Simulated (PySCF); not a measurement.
Mayer bond orders and bond lengths

C11H12F2.
SMILES with atom numbers: `[CH:1]#[C:2][C:3](/[CH:4]=[C:5](\[F:6])[CH:7]([CH3:8])[CH3:9])=[CH:10]/[C:11](=[CH2:12])[F:13]` (hydrogens: H14 on C1; H15 on C4; H16 on C7; H17, H18, H19 on C8; H20, H21, H22 on C9; H23 on C10; H24, H25 on C12)

Cartesian coordinates in Å at the PBE0-D3(BJ)/def2-SVP level; atoms count from 1:
```xyz
25
C11H12F2 angstrom
C     -1.8321   -2.4334   -1.9569
C     -1.6709   -1.4452   -1.2724
C     -1.5382   -0.2633   -0.4733
C     -0.2207    0.1593   -0.0133
C      0.9502   -0.4876   -0.1471
F      1.0325   -1.6733   -0.7507
C      2.2781   -0.0068    0.3467
C      2.8283   -0.9560    1.4131
C      3.2592    0.1580   -0.8156
C     -2.7017    0.4073   -0.2080
C     -2.9375    1.6103    0.5545
C     -4.1415    2.1744    0.7349
F     -1.8739    2.1985    1.1218
H     -1.9550   -3.3136   -2.5599
H     -0.1681    1.1125    0.5070
H      2.1030    0.9793    0.8056
H      3.8020   -0.5990    1.7810
H      2.1433   -1.0341    2.2703
H      2.9710   -1.9650    0.9976
H      4.2237    0.5432   -0.4520
H      3.4429   -0.8081   -1.3094
H      2.8714    0.8580   -1.5704
H     -3.6153   -0.0182   -0.6279
H     -4.2400    3.0842    1.3279
H     -5.0293    1.7265    0.2903
```

Bond orders from the PBE0/pcSseg-1 density (PySCF). Geometry: PBE0-D3(BJ)/def2-SVP, one conformer, isolated molecule.

Q: Where do the orders between heavy atoms depart from those drawn in the SMILES?

A: The largest departure is 0.654, at C1–C2 (drawn triple, 2.346). Drawn single, order above 1.12: C3–C4 (1.186). Drawn double or triple, more than 0.30 short of the drawn order: C1–C2 (2.346), C4–C5 (1.650) and C3–C10 (1.676).

Q: Give the Mayer order of every bond between heavy atoms, beside its length.

A: 
| bond | drawn as | length (Å) | Mayer order |
| --- | --- | --- | --- |
| C1–C2 | triple | 1.213 | 2.346 |
| C2–C3 | single | 1.433 | 0.980 |
| C3–C4 | single | 1.458 | 1.186 |
| C4–C5 | double | 1.344 | 1.650 |
| C5–F6 | single | 1.333 | 0.971 |
| C5–C7 | single | 1.496 | 0.983 |
| C7–C8 | single | 1.530 | 1.014 |
| C7–C9 | single | 1.530 | 1.016 |
| C3–C10 | double | 1.369 | 1.676 |
| C10–C11 | single | 1.444 | 1.102 |
| C11–C12 | double | 1.342 | 1.818 |
| C11–F13 | single | 1.341 | 0.924 |

Bonds between the same two heavy elements. C–C: lowest C2–C3 and C5–C7 (0.980, 1.433 Å), highest C1–C2 (2.346, 1.213 Å); in 8 of the 45 pairs the longer bond (by over 0.003 Å) has the higher order (by 0.02 or more). C–F: lowest C11–F13 (0.924, 1.341 Å), highest C5–F6 (0.971, 1.333 Å). Bonds named together lie within 0.004.

Q: And the bonds to hydrogen?

A: C–H: 0.92 to 1.14 (12 bonds).

Q: Sum the orders of all bonds at each heavy atom with more than one neighbour and set the sums beside the valence in the SMILES.

A: C1 3.483 (drawn 4), C2 3.326 (drawn 4), C3 3.842 (drawn 4), C4 3.761 (drawn 4), C5 3.604 (drawn 4), C7 3.960 (drawn 4), C8 3.902 (drawn 4), C9 3.904 (drawn 4), C10 3.719 (drawn 4), C11 3.844 (drawn 4), C12 3.693 (drawn 4). Orders between atoms that aren't bonded are not in these sums.

Mayer orders depend on the basis set.
